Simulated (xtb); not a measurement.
TlCl, SMILES [Cl][Tl]. All values are semi-empirical tight-binding results from xtb (GFN2-xTB unless named), good for trends rather than for accurate numbers. The structure is a stationary point at GFN2-xTB.

Optimised geometry:

```xyz
2

Tl     0.0000     0.0000    -0.4495
Cl     0.0000     0.0000     2.1417
```

For metal compounds this method's bond lengths and energies can be far off.

```
Item                           Value
---------------------------  -------
point group as xtb finds it      C∞v
orbital gap                  6.46 eV
```

Problem. Give the atomic charges and the Wiberg bond orders between heavy atoms. (Estimate from the structure and the level; the computed values follow.)

Solution. charges (e) Tl1 0.60, Cl2 -0.60. Bond orders Tl1–Cl2 0.72.
